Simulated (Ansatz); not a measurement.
```yaml
crystal:
  periodic: [false, false, false]
  atoms:
    - {symbol: C, position_ang: [1.409780, 1.432536, -0.908954]}
    - {symbol: Y, position_ang: [0.257821, -0.190298, 0.364906]}
    - {symbol: C, position_ang: [-1.990056, 0.298083, 0.906672]}
    - {symbol: N, position_ang: [0.806066, -2.235871, 0.120244]}
    - {symbol: H, position_ang: [0.791982, 2.319713, -1.106607]}
    - {symbol: H, position_ang: [1.719013, 1.045841, -1.890368]}
    - {symbol: H, position_ang: [2.331144, 1.801979, -0.434839]}
    - {symbol: H, position_ang: [-2.144170, 1.344990, 1.204002]}
    - {symbol: H, position_ang: [-2.423650, -0.321596, 1.703295]}
    - {symbol: H, position_ang: [1.921026, -2.542880, -0.316212]}
    - {symbol: H, position_ang: [1.621026, -2.592880, -0.366212]}
    - {symbol: H, position_ang: [0.253672, -3.045270, 0.381107]}
basis:
  gaussian: {orbitals: def2-TZVPP, point_charges: [{charge: -1.00, position_ang: [6.667, 0.986, -0.592]}]}
hamiltonian: {xc: {name: r2SCANh}}
accuracy: high
```

```sh
$ ansatz run in.yaml --threads 4 --pin off --events-out ev --progress --plain --max-ram 10444MiB
```

Shortened log:

```
Functional definition: r2SCANh
4548 factors; integrals over basis functions are off by at most 3.9e-8 eV
mean field evaluation 1: about -4689.1667 eV, gradient 1.0e2 eV
mean field evaluation 2: about -4527.0531 eV, gradient 1.6e2 eV
mean field evaluation 4: about -4713.0263 eV, gradient 2.1e1 eV
mean field evaluation 8: about -4705.2528 eV, gradient 4.9e1 eV
mean field evaluation 16: about -4715.2087 eV, gradient 9.7e-4 eV
mean field evaluation 32: about -4714.8781 eV, gradient 2.5e-5 eV
mean field -4715.20870796 eV, -173.2807239343 hartree, gradient 1.4e-8 eV, S^2 0.000000; 1 other end points of the search recorded, 0 dependent functions left out
reference -4715.20870973 eV, -173.2807239994 hartree; 19, 19 occupied and 242, 242 virtual orbitals, 4548 factors
Total energy: -4715.20870973 eV, -173.2807239994 hartree
```

In this input one atom was put on top of another. Self-consistency was reached. The result belongs to that input, not to the molecule as meant.
